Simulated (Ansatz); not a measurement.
Start from `C[Si](Cl)(Cl)C#N` and change one atom or group to get `C[Si](Cl)(Cl)Cl`.

Ansatz, PBE0-D4/def2-TZVP geometries, multiplicity 1. 

```tsv
property	`C[Si](Cl)(Cl)C#N`
HOMO–LUMO gap (PBE0/def2-TZVPP) / eV	8.68
zero-point energy (PBE0-D4/def2-TZVP) / kJ/mol	129.7
size of the dipole moment (B3LYP/def2-TZVPP) / D	3.55
size of the dipole moment (PBE/def2-TZVPP) / D	3.51
HOMO–LUMO gap (ωB97M-V/def2-TZVPP) / eV	13.07
HOMO–LUMO gap (PBE/def2-TZVPP) / eV	6.27
```

**Question.** Give the same properties after the change, and the shifts. (Best estimate.)

**Answer.** The calculation gave: 
```
                                        property  `C[Si](Cl)(Cl)Cl`  shift
            HOMO–LUMO gap (PBE0/def2-TZVPP) / eV               9.43   0.75
  zero-point energy (PBE0-D4/def2-TZVP) / kJ/mol              111.7  -18.0
size of the dipole moment (B3LYP/def2-TZVPP) / D               1.92  -1.63
  size of the dipole moment (PBE/def2-TZVPP) / D               1.90  -1.61
         HOMO–LUMO gap (ωB97M-V/def2-TZVPP) / eV              13.67   0.60
             HOMO–LUMO gap (PBE/def2-TZVPP) / eV               6.98   0.71
```

With PBE0 the HOMO rises by 0.50 eV and the LUMO rises by 1.25 eV, so the gap widens by about 0.75 eV. PBE moves the HOMO by 0.49 eV and ωB97M-V by 0.52 eV. The zero-point energy changes by -18.0 kJ/mol with -3 modes. Dipoles are sizes alone; their direction can turn.

B3LYP here is the variant with VWN-RPA as its local correlation; programs differ in this.
